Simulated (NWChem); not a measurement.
# Correlation energy of iminoborane (H2BN)

SMILES: B=N
```xyz
4

B      0.0000     0.0000    -0.7011
N      0.0000     0.0000     0.5488
H      0.0000     0.0000    -1.8910
H      0.0000     0.0000     1.5544
```
Charge 0, spin multiplicity 1.

Everything below was run with NWChem. All single points use one geometry, from PBE/def2-SVP, a minimum by its harmonic frequencies.

Basis set: def2-SVP. Each correlation energy counts from its own Hartree-Fock reference.

```csv
method,correlation energy (mHa),difference from CCSD(T)
MP2,-251.6,+24.9
SCS-MP2,-249.7,+26.8
CR-CCSD[T],-275.6,+1.0
CR-CCSD(T),-274.8,+1.8
CCSD,-266.7,+9.9
CCSD+T(CCSD),-277.5,-1.0
CCSD(T),-276.5,0.0
```

The values span 27.8 mHa, from CCSD+T(CCSD) (lowest) to SCS-MP2 (highest). 

The correlated methods keep 2 core orbitals frozen. Differences from the coupled-cluster row are differences between methods, not errors against experiment.
